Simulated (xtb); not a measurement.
ClIn, charge -1, doublet, at a GFN2-xTB geometry of the parent state (such geometries of metal compounds can be far from the true shape) (a state made from the parent by changing its charge; the spin is typed, not shown lowest).

xtb was given this input:
```
$ xtb mol.xyz --gfn 0 --chrg -1 --uhf 1 --json

# file mol.xyz
2

In    -0.00000000    -0.00000000    -0.63631162
Cl     0.00000000     0.00000000     1.83407468
```

Q: Give the total energy at the level GFN0-xTB (xtb).

A: -6.6956 Eh

Q: Predict the partial charges in atom order from GFN0-xTB.

A: In1 -0.14, Cl2 -0.86
